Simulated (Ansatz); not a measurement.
Start from `C[SiH](F)[O][AlH2]` and change one atom or group to get `C[SiH](F)[SeH]`.

Ansatz, PBE0-D4/def2-TZVP geometries, multiplicity 1. Each molecule was computed in one conformer, which needn't be the lowest.

Scalar relativity is left out up to krypton. Spin–orbit coupling is left out; it splits and shifts lone-pair levels of the heavy atoms by tenths of an eV.

```json
{"property": "LUMO energy (ωB97M-V/def2-TZVPP) / eV", "`C[SiH](F)[O][AlH2]`": "0.35"}
{"property": "LUMO energy (PBE0/def2-TZVPP) / eV", "`C[SiH](F)[O][AlH2]`": "-1.22"}
{"property": "size of the dipole moment (B3LYP/def2-TZVPP) / D", "`C[SiH](F)[O][AlH2]`": "1.53"}
{"property": "size of the dipole moment (PBE/def2-TZVPP) / D", "`C[SiH](F)[O][AlH2]`": "1.48"}
{"property": "HOMO–LUMO gap (ωB97M-V/def2-TZVPP) / eV", "`C[SiH](F)[O][AlH2]`": "11.04"}
{"property": "HOMO energy (B3LYP/def2-TZVPP) / eV", "`C[SiH](F)[O][AlH2]`": "-8.27"}
```

(1) What does the change do to each property? (Best estimate.)

Results:

(1) Computed: 
| property | `C[SiH](F)[SeH]` | shift |
| --- | --- | --- |
| LUMO energy (ωB97M-V/def2-TZVPP) / eV | 1.86 | 1.51 |
| LUMO energy (PBE0/def2-TZVPP) / eV | 0.03 | 1.25 |
| size of the dipole moment (B3LYP/def2-TZVPP) / D | 1.91 | 0.38 |
| size of the dipole moment (PBE/def2-TZVPP) / D | 1.88 | 0.40 |
| HOMO–LUMO gap (ωB97M-V/def2-TZVPP) / eV | 11.35 | 0.31 |
| HOMO energy (B3LYP/def2-TZVPP) / eV | -7.06 | 1.21 |

With PBE0 the HOMO rises by 1.14 eV and the LUMO rises by 1.25 eV, so the gap widens by about 0.11 eV. PBE moves the HOMO by 0.99 eV and ωB97M-V by 1.21 eV. Dipoles are sizes alone; their direction can turn.

B3LYP here is the variant with VWN-RPA as its local correlation; programs differ in this.
